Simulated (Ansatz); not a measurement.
Ideal-gas functions of CH$_{2}$ClNSi (`ClC1=N[SiH2]1`) at 800 K and 1 bar, from an Ansatz frequency run at PBE0-D4/def2-TZVP.

Molar mass 91.57 g/mol, point group Cs (symmetry number 1), electronic degeneracy 1, moments of inertia 25.973, 207.289, 227.043 u Å². Harmonic wavenumbers (cm⁻¹, unscaled): 290, 316, 489, 552, 629, 661, 725, 964, 1087, 1628, 2270, 2291.

Use S(trans) = R[1.5 ln M + 2.5 ln T − 1.1517]; rotational temperatures θ = 24.2544 K / I; S(rot) = R[ln(√π/σ · √(T³/θAθBθC)) + 1.5]; for each mode x = 1.438777 ν̃/T, S = R[x/(eˣ − 1) − ln(1 − e⁻ˣ)] and H = RT x/(eˣ − 1); 1 cm⁻¹ = 0.0119627 kJ/mol; R = 8.31446 J/(mol·K).

By hand: the entropy, in J/(mol·K).

Translation 185.7. Rotation: θ = 0.9338, 0.117, 0.1068 K, giving 119.1. Vibration, mode by mode: 13.82, 13.12, 9.65, 8.71, 7.72, 7.35, 6.67, 4.71, 3.95, 1.83, 0.72, 0.70, in all 79.0. Electronic 0.0. Sum 383.8 J/(mol·K).

By hand: H − E and G − E in kJ/mol, counted from the electronic energy.

Zero-point energy ½ × 11902 × 0.0119627 = 71.2; thermal vibration 35.0; translation, rotation and pV give 4 RT = 26.6. H − E = 132.8 kJ/mol, and G − E = 132.8 − 800 × 383.8/1000 = -174.2 kJ/mol.

Vibration gives 21 % of the entropy.
